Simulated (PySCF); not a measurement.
## The potential of point charges around `C=N[SiH2][PH3+]`

Species: `C=N[SiH2][PH3+]`, charge +1. Coordinates (GFN2-xTB, Å) and charges (e) from the PBE0/pcSseg-1 density (PySCF):

```tsv
atom	x	y	z	Mulliken	IAO	Hirshfeld	ESP-fitted
C1	-2.227	0.867	0.078	+0.1461	-0.0029	+0.1006	+0.2017
N2	-1.064	0.423	-0.086	-0.6125	-0.5622	-0.2304	-0.5254
Si3	-0.124	-0.965	0.192	+0.6981	+0.8375	+0.4675	+0.7853
P4	1.848	-0.007	-0.736	-0.0442	+0.3347	+0.3401	-0.0396
H5	-3.044	0.315	0.539	+0.1511	+0.1531	+0.0830	+0.1137
H6	-2.449	1.875	-0.261	+0.1608	+0.1809	+0.0850	+0.1070
H7	0.287	-1.224	1.565	+0.0137	-0.0693	-0.0236	-0.0613
H8	-0.355	-2.095	-0.696	+0.0143	-0.0685	-0.0235	-0.0605
H9	3.011	-0.745	-0.782	+0.1467	+0.0547	+0.0608	+0.1481
H10	2.330	1.146	-0.158	+0.1630	+0.0711	+0.0703	+0.1664
H11	1.791	0.412	-2.047	+0.1629	+0.0710	+0.0702	+0.1646
```

Points outside the species (Å): A (6.9, 0.5, -0.3); B (-0.9, -5.4, 0.5); C (0.6, 2.7, 2.8); D (-4.9, -0.8, -2.3); E (-1.5, -5.3, -2.8).

Find the potential V = 14.3996 V·Å × Σ q/r of each set of charges at these points.

In volts:

| point | nearest atom | distance (Å) | Mulliken | IAO | Hirshfeld | ESP-fitted |
| --- | --- | --- | --- | --- | --- | --- |
| A | H9 | 4.11 | +2.370 | +2.432 | +2.416 | +2.395 |
| B | H8 | 3.56 | +2.714 | +2.687 | +2.557 | +2.620 |
| C | H10 | 3.76 | +2.854 | +2.910 | +3.044 | +2.934 |
| D | H5 | 3.57 | +2.533 | +2.428 | +2.492 | +2.544 |
| E | H8 | 4.00 | +2.340 | +2.326 | +2.277 | +2.285 |

How far are the other sets from the ESP-fitted one at these points?

Root-mean-square difference: Hirshfeld 0.062 V, Mulliken 0.062 V, IAO 0.066 V. The ESP scheme fits charges at the nuclei, held to the total charge, to the electrostatic potential on points at 1.4 to 2.0 times the van der Waals radii.

What energy would a point charge of +3 e have at C in the field of the ESP charges, leaving out polarisation?

+8.802 eV = +849.2 kJ/mol, a repulsion. The total charge alone, placed at the mean of the coordinates, would give +10.554 eV.

The structure is a single GFN2-xTB conformer in the gas phase; no vibrational or solvent corrections.

The values belong to the conformer `[CH2:1]=[N:2][SiH2:3][PH3+:4]`: C1–N2–Si3–P4 -179°.
